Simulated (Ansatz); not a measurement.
Ansatz (a program for electronic structure) input (CCSD(T)/aug-cc-pVDZ):

Ansatz 0.2 input:
```yaml
crystal:
  periodic: [false, false, false]
  atoms:
    - {symbol: O, position_ang: [-1.07062083, 0.45294967, 0.28778807]}
    - {symbol: C, position_ang: [-0.11330540, -0.51406056, -0.06751914]}
    - {symbol: O, position_ang: [1.17599322, 0.02511925, -0.22499623]}
    - {symbol: H, position_ang: [-1.11990315, 1.10353250, -0.42323741]}
    - {symbol: H, position_ang: [-0.34489975, -0.98475515, -1.02619164]}
    - {symbol: H, position_ang: [-0.14958005, -1.25867342, 0.73152913]}
    - {symbol: H, position_ang: [1.45123623, 0.39970806, 0.62068013]}
basis:
  gaussian:
    orbitals: aug-cc-pVDZ
magnetization: {spin_polarized: false}
correlation: {method: ccsd_t, electrons: outside_noble_gas}
output: {forces: true}
```

End of the output:

```
cycle   7  -15.69578284 eV  change    1.6e-4 eV  update   1.7e-4
cycle   8  -15.69568460 eV  change    9.8e-5 eV  update   5.5e-5
cycle   9  -15.69569355 eV  change   -8.9e-6 eV  update   1.8e-5
cycle  10  -15.69569906 eV  change   -5.5e-6 eV  update   6.4e-6
perturbative correction -0.46189428 eV, -0.0169743019 hartree
the calculation of the forces begins
Total energy: -5184.82191785 eV, -190.5386910826 hartree
Atom 0 at    -1.070621     0.452950     0.287788 Å, force    -0.365589     0.238657     0.310070 eV/Å
Atom 1 at    -0.113305    -0.514061    -0.067519 Å, force    -0.011388    -0.051668    -0.006786 eV/Å
Atom 2 at     1.175993     0.025119    -0.224996 Å, force     0.447813     0.134390    -0.261072 eV/Å
Atom 3 at    -1.119903     1.103533    -0.423237 Å, force     0.026311     0.088467    -0.149201 eV/Å
Atom 4 at    -0.344900    -0.984755    -1.026192 Å, force    -0.080687    -0.179232    -0.372460 eV/Å
Atom 5 at    -0.149580    -1.258673     0.731529 Å, force    -0.021032    -0.282261     0.311846 eV/Å
Atom 6 at     1.451236     0.399708     0.620680 Å, force     0.004572     0.051648     0.167604 eV/Å
Dipole moment:     0.003408     0.015464     0.002031 e Å
```
